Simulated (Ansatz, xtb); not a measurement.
**C4H6OSi: 3 structures ranked**

3 gas-phase structures of C4H6OSi, from a drawn sample of its isomers (lower ones may exist). Each was relaxed with GFN2-xTB; where two conformers were screened, the lower at r2SCAN-D4/def2-SVP is listed:

A. `O=CCC#C[SiH3]`, a singlet
B. `O=CC#CC[SiH3]`, a singlet
C. `C#C[C@@H]([SiH3])C=O`, a singlet

Question: Estimate their order in r2SCAN-D4/def2-SVP energy at these geometries, lowest first.

Answer: Calculated order at r2SCAN-D4/def2-SVP: A (0.0), B (3.7), C (8.8) kcal/mol.

Energies above the lowest of each column, in kcal/mol; the last columns are at B3LYP/def2-SVP geometries:

| structure | GFN2-xTB | HF/STO-3G | r2SCAN-D4/def2-SVP | B3LYP/def2-SVP | CCSD(T)/def2-SVP + ΔMP2/def2-TZVPP |
| --- | --- | --- | --- | --- | --- |
| A | 0.0 | 0.0 | 0.0 | 0.0 | 0.0 |
| B | 0.3 | 6.9 | 3.7 | 4.5 | 7.1 |
| C | 3.2 | 14.6 | 8.8 | 10.0 | 8.5 |

Every level run on A puts it lowest or level with the lowest. Flexible structures stand in one conformer each, not always the lowest. A keeps a small imaginary mode. ΔMP2 is the change of the MP2 energy from the smaller to the larger basis.

Programs: Ansatz 0.2.0, xtb 6.7.1.
